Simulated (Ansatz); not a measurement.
Computed with Ansatz on PBE0-D4/def2-TZVP structures; ΔE is electronic, products minus reactants. CBS: MP2 limit from def2 TZ/QZ plus the TZ coupled-cluster correction, frozen cores. Functionals use def2-TZVPP. For Se outer-core shells are correlated without core-valence functions, which leaves a few kJ/mol of doubt a bond. Scalar relativity is left out up to krypton. One conformer a species, not always the lowest.

Reaction (redistribution): `[SiH3]NBS` + `NB[SeH]` → `[SiH3]NB[SeH]` + `NBS`

```csv
species,PBE0 energy (Eh)
`[SiH3]NBS`,-770.66836
`NB[SeH]`,-2483.27412
`[SiH3]NB[SeH]`,-2773.86594
`NBS`,-480.07632
```

Task: Work out ΔE.

Result: ΔE = (-2773.86594) + (-480.07632) − (-770.66836) − (-2483.27412) = 0.00022 Eh = +0.6 kJ/mol. CCSD(T)/CBS gives +0.2 kJ/mol.

Largest T1 diagnostic among the species: 0.012.
